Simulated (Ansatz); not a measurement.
Reaction: RbI (SMILES [Rb][I]) → RbI+ (parent SMILES [Rb][I], doublet) + e-
Each species at its own B3LYP-D3(BJ)/def2-TZVP minimum (Ansatz, a first-principles code).

Property: adiabatic ionisation energy (electronic), in eV. Radicals and triplets start from unrestricted determinants; spin-orbit coupling is neglected. Correlated methods leave the cores frozen (noble-gas shells, and filled d and f shells in the p block). Past Kr the def2 sets carry scalar-relativistic core potentials. CBS(X,Y): correlation extrapolated as X^-3, Hartree-Fock from the larger set. A bracket is a step between two methods taken in the basis named. Spin-orbit terms, left out, reach several kcal/mol for Br and I, and more for heavier atoms. The spin of IRb+ (parent SMILES [Rb][I], doublet) was assumed, and the state is the lowest solution found for it.

CCSD(T)/CBS(def2-TZVPP,def2-QZVPP) + [CCSDT(Q) - CCSD(T)]/def2-QZVPP + [CCSDTQ - CCSDT(Q)]/def2-SVP (Ansatz) gives 7.30 eV.

What does PBE/def2-TZVPD (Ansatz) give here, and how do the other levels compare?

PBE gives 7.37 eV, 0.07 eV above it. Differences of the others: r2SCAN/def2-TZVPD (Ansatz) 0.05; PBE0/def2-TZVPD (Ansatz) 0.05; CCSD(T)/CBS(def2-TZVPP,def2-QZVPP) (Ansatz) 0.00 eV.
